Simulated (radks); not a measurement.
Fractional charge and spin in the 5s shell of antimony: the spin-up occupation runs from 0 to 1 and the spin-down occupation from 0 to 1; the fullest corner is Sb, [Kr] 4d10 5p(up 1.5, down 1.5) 5s(up 1, down 1). Method: scalar-relativistic Kohn-Sham, LDA (Slater exchange, Perdew-Wang correlation), spin-polarised, spherical densities, point nucleus; computed with a radial shooting solver on a logarithmic mesh with Libxc functionals. Energy (eV) above the fullest corner. The planes named below are the two flat planes that join the four corners, with an edge along up + down = one added electron.

down \ up,0,0.25,0.5,0.75,1
0,43.876,36.317,29.350,22.965,17.151
0.25,36.317,29.399,23.060,17.290,12.076
0.5,29.350,23.060,17.336,12.165,7.535
0.75,22.965,17.290,12.165,7.579,3.516
1,17.151,12.076,7.535,3.516,0.000

Corners above the fullest one (they belong to Sb+ and the next ion): (up 1, down 0) 17.151 eV, (up 0, down 1) 17.151 eV, (up 0, down 0) 43.876 eV. With half an added electron in each spin the energy lies 0.185 eV from the planes, and with half an added electron in spin up alone -1.164 eV. The planes are only a guide here: the flat-plane condition holds for ground states with one frontier orbital, while this shell lies below other occupied shells, so the corners above the fullest one are inner-hole states and not the ground states of those ions.
